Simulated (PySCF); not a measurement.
Computed shifts of a molecule CH7Cl2NSi2, PySCF with B3LYP/pcSseg-1, GIAO, gas phase, equivalent atoms averaged, in ppm (number of nuclei): ¹³C: 8.4 (1). ²⁹Si: 21.7 (1), -59.5 (1). ¹⁵N: 47.2 (1). ¹H: 4.80 (3), 0.97 (3), 0.85 (1). References: ¹³C against TMS (σ = 181.3 ppm); ²⁹Si against TMS (σ = 338.7 ppm); ³⁵Cl against HCl (σ = 933.3 ppm); ¹⁵N against NH3 (σ = 265.5 ppm); ¹H against TMS (σ = 31.68 ppm), references at their B3LYP-D3(BJ)/def2-TZVP geometries, non-relativistic (without spin–orbit terms, shifts of atoms bonded to Cl or Br come out too high). Coordinates come from a PBE0-D3(BJ)/def2-SVP optimisation. Other conformers were not sampled.

### Question
Pick the molecule that these values belong to.
A. [SiH3]CN[SiH](Cl)Cl
B. C[Si](Cl)(Cl)N[SiH3]
C. C[Si@@H](Cl)[Si@@H](N)Cl
D. C[SiH2]N[SiH](Cl)Cl

### Answer
B, C[Si](Cl)(Cl)N[SiH3]
